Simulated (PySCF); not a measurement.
**Ba⁺ (barium, charge +1) across methods**

[Xe] 6p1, 2P determinant (an excited configuration). Computed with PySCF 2.14 in def2-QZVPPD with the def2 core potential (46 electrons), with a scalar-relativistic core potential.

| method | E (hartree) | mean ε 5p α (eV) | mean ε 5p β (eV) | mean ε 6p α (eV) | Σ⟨r²⟩ (bohr²) | ⟨S²⟩ |
| --- | --- | --- | --- | --- | --- | --- |
| PBEsol | -25.1222 | -25.860 | -25.802 | -5.867 | 63.87 | 0.750 |
| r2SCAN | -25.1840 | -26.502 | -26.477 | -5.879 | 64.38 | 0.750 |
| UHF | -24.85086 | -31.288 | -31.198 | -6.956 | 67.67 | 0.750 |
| LC-wPBE | -25.1888 | -30.551 | -30.500 | -7.334 | 65.39 | 0.750 |
| PBE0 | -25.1700 | -27.557 | -27.491 | -6.267 | 64.46 | 0.750 |
| LDA | -25.0852 | -25.873 | -25.807 | -5.870 | 63.73 | 0.750 |
| PBE | -25.1879 | -25.978 | -25.917 | -5.914 | 63.78 | 0.750 |
| TPSSh | -25.1828 | -26.774 | -26.721 | -5.995 | 64.48 | 0.750 |

Problem. Estimate the same row for B97-3.

Solution. E (hartree) = -25.1849; mean ε 5p α (eV) = -27.636; mean ε 5p β (eV) = -27.602; mean ε 6p α (eV) = -6.191; Σ⟨r²⟩ (bohr²) = 64.69; ⟨S²⟩ = 0.750.

Energies and moments cover only the electrons outside the core potential. Spin-orbit coupling, absent here, splits the open shell strongly.
